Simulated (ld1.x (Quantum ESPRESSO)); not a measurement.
Pd (Z = 46): TM pseudisation with Wu–Cohen, scalar-relativistic reference atom.

* Element: Pd
* Generator: ld1.x (Quantum ESPRESSO) 7.5
* Type: norm-conserving Troullier–Martins (Kleinman–Bylander form)
* Functional: Wu–Cohen
* Relativity: scalar-relativistic
* Frozen core: [Ar] 3d10 4s2
* Valence charge: 16
* Reference configuration: 4p6 4d10 5s0
* Partial waves: 5s (bound, empty): rc 1.85 bohr; 4p (bound): rc 1.70 bohr; 4d (bound): rc 1.85 bohr
* Local potential: all-electron potential smoothed inside 1.35 bohr (lloc = -1)
* Core correction: none

(1) Estimate the cutoffs (Ry, on a coarse ladder) from which the occupation-weighted sum of valence levels, in a spherical-Bessel basis at the reference potential, stays within 10 and 1 mRy of its value at 400 Ry.

(2) Does the potential have ghost states?

(3) Which valence shell sets the plane-wave cutoff?

(4) Tests: 4p6 4d9 5s0; 4p6 4d8 5s0; 4p6 4d7 5s0; 4p5 4d10 5s0; 4p6 4d9.5 5s0; 4p6 4d8 5s1; 4p6 4d6 5s0. Which has the largest error in its energy relative to the reference configuration, and how large is it?

Results:

(1) 55 Ry and 80 Ry.

(2) Ghost state, extra bound levels that the all-electron valence spectrum of the same l lacks: s at -109.7 eV. A true bound ghost makes a file unfit for plane-wave use.

(3) 4d: its level needs 55 Ry to come within 1 mRy, against 40 Ry for 4p.

(4) 4p5 4d10 5s0, with -98 meV (all-electron minus pseudo) on +57.14 eV.
